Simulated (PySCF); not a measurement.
Compound: (F2Al-mu-OH)2.
Bonds: Al1–F2, Al1–F3, Al1–O4, Al1–O8, O4–Al5, Al5–F6, Al5–F7, Al5–O8. Hydrogens: H9 on O4; H10 on O8.

Method: PBE0-D3(BJ)/def2-SVP geometry optimisation, gas phase (PySCF); density fitting, grid level 1; the optimiser is geomeTRIC in internal coordinates, started from a GFN2-xTB structure with every atom displaced at random (about 0.03 Å).

Geometry at step 0:
```
atom  x, y, z in Å
Al1     1.3834   -0.2072    0.0625
F2      2.1628    0.0808   -1.3320
F3      1.9569   -0.5188    1.4560
O4      0.2079    1.1954    0.2540
Al5    -1.3303    0.1119   -0.0853
F6     -2.1990   -0.0791    1.3100
F7     -1.9807    0.5067   -1.4886
O8     -0.0619   -1.1723   -0.2771
H9      0.1862    2.1339    0.5325
H10    -0.2006   -2.1280   -0.4277
```

Task: What forces act on the atoms?

Result: 
| atom | Fx (eV/Å) | Fy (eV/Å) | Fz (eV/Å) |
| --- | --- | --- | --- |
| Al1 | -1.795 | 2.164 | -3.291 |
| F2 | 1.022 | -0.057 | -0.928 |
| F3 | 2.343 | -1.262 | 4.476 |
| O4 | -1.284 | 0.034 | 0.054 |
| Al5 | 1.652 | 0.504 | 2.037 |
| F6 | -0.228 | -0.038 | -0.045 |
| F7 | -1.166 | 0.482 | -1.862 |
| O8 | -0.993 | -1.611 | -0.282 |
| H9 | 0.248 | -1.111 | -0.294 |
| H10 | 0.202 | 0.895 | 0.136 |

The largest, 5.21 eV/Å, acts on F3; the rms over all components is 1.501 eV/Å. The forces sum to zero within rounding, as they must for an isolated molecule in no field.

Task: Give the force on F3 in Eh/bohr and in nN.

Result: 5.207 eV/Å ÷ 51.422 = 0.10126 Eh/bohr, and 5.207 eV/Å × 1.602 = 8.34 nN.

Task: How far is this geometry from the end of the optimisation?

Result: 0.641 eV above it, and 0.126 Å rms away after alignment. The bonds farthest from their final lengths, with half the difference of the two atoms' forces along the bond (positive lengthens):

| bond | now (Å) | final (Å) | force along bond (eV/Å) |
| --- | --- | --- | --- |
| Al1–F3 | 1.539 | 1.657 | +4.63 |
| O4–Al5 | 1.912 | 1.834 | -1.49 |
| Al1–O8 | 1.771 | 1.833 | +0.41 |
| Al5–F7 | 1.596 | 1.657 | +2.29 |
| Al1–F2 | 1.623 | 1.657 | -0.54 |
| O4–H9 | 0.979 | 0.960 | -0.61 |

The angle farthest from its final value is F2–Al1–F3, 129.4° against 117.5°.

Of the 6 listed bonds off by 0.010 Å or more, this force points towards the final length in 5.

The cost below is that of the whole optimisation. Time: 1.8 min wall; peak memory 0.51 GiB. Hardware: one thread of an Arm Neoverse V1, shared host.
